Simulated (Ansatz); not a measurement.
The molecule BeAl, multiplicity 4 (an upper state: multiplicity 2 came lower at CCSD(T)/def2-TZVPP on PBE0 minima).

The constants come from a fifth-degree fit in 1/R (seven points, main isotopes). Runs in def2 and cc sets follow the lowest solution found near the PBE0 minimum.

Codes used: Ansatz (Gaussian basis) for Hartree–Fock, density functionals and correlated methods. Values without a source in brackets are computed.

```json
[
 {"level": "PBE/def2-TZVPP", "r_e (Å)": "2.134", "ω_e (cm⁻¹)": "593", "B_e (cm⁻¹)": "0.548", "ω_e x_e (cm⁻¹)": "3.9", "D_e (eV)": "0.08", "dipole (D)": "0.04"},
 {"level": "PBE0/def2-TZVPP", "r_e (Å)": "2.117", "ω_e (cm⁻¹)": "615", "B_e (cm⁻¹)": "0.557", "ω_e x_e (cm⁻¹)": "3.8", "D_e (eV)": "-0.06", "dipole (D)": "0.15"},
 {"level": "CCSD/def2-TZVPP", "r_e (Å)": "2.134", "ω_e (cm⁻¹)": "604", "B_e (cm⁻¹)": "0.548", "ω_e x_e (cm⁻¹)": "2.8", "D_e (eV)": "-0.83", "dipole (D)": "-"},
 {"level": "CCSD(T)/def2-TZVPP", "r_e (Å)": "2.143", "ω_e (cm⁻¹)": "593", "B_e (cm⁻¹)": "0.543", "ω_e x_e (cm⁻¹)": "3.1", "D_e (eV)": "-0.70", "dipole (D)": "-"}
]
```

D_e counts from each atom's lowest state at the same level, without counterpoise or zero-point energy.

Correlated levels freeze the inner cores; with def2 sets outer-core shells near the valence are correlated too.

Doubts at one or more of the structures used: T1 above 0.05 (CCSD/def2-TZVPP, CCSD(T)/def2-TZVPP).

Ansatz is an electronic-structure program.
